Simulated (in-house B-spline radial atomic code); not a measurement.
Radial electron density of the manganese ion Mn⁷⁺, [Ne] 3s2 3p6. Level of theory: non-relativistic B97-1, spin-polarised, spherical fractional occupations, exact exchange averaged over the configuration, point nucleus; calculated with a B-spline radial code for spherical atoms.

Columns: r (bohr), 4πr²n(r) (electrons per bohr), bar.

```
  0.0027   0.8469 #
 0.00322    1.174 ##
 0.00383     1.61 ##
 0.00456    2.201 ###
 0.00542    2.979 ####
 0.00646    4.017 #####
 0.00768    5.342 #######
 0.00914    7.035 #########
  0.0109    9.165 ############
  0.0129    11.62 ################
  0.0154    14.62 ####################
  0.0183    17.89 ########################
  0.0218    21.35 #############################
   0.026    24.71 #################################
  0.0309    27.49 #####################################
  0.0368    29.36 #######################################
  0.0438    29.94 ########################################
  0.0521    29.13 #######################################
   0.062    27.23 ####################################
  0.0738    24.99 #################################
  0.0878    23.52 ###############################
   0.104    23.78 ################################
   0.124    26.14 ###################################
   0.148    29.81 ########################################
   0.176    32.77 ############################################
    0.21    32.88 ############################################
   0.249    29.11 #######################################
   0.297    22.13 ##############################
   0.353    15.01 ####################
    0.42    10.56 ##############
     0.5    9.924 #############
   0.595    11.49 ###############
   0.708    12.39 #################
   0.843    10.86 ###############
       1    7.465 ##########
    1.19    3.878 #####
    1.42    1.467 ##
    1.69   0.4002 #
    2.01  0.07417 
    2.39 0.008656 
    2.85 0.0005594
```

On this grid the curve has 3 maxima, near 0.0438, 0.21, 0.708 bohr.

The 3s down radial function P(r) = rR(r), positive near the nucleus:

```csv
r (bohr),P
0.0008,0.02353
0.00113,0.03296
0.0016,0.04612
0.00227,0.06434
0.00322,0.08908
0.00456,0.1219
0.00646,0.1644
0.00914,0.2168
0.0129,0.2765
0.0183,0.3374
0.026,0.3817
0.0368,0.3793
0.0521,0.2898
0.0738,0.07663
0.104,-0.2458
0.148,-0.5799
0.21,-0.6744
0.297,-0.3024
0.42,0.4733
0.595,1.155
0.843,1.19
1.19,0.6726
1.69,0.1918
2.39,0.02323
```
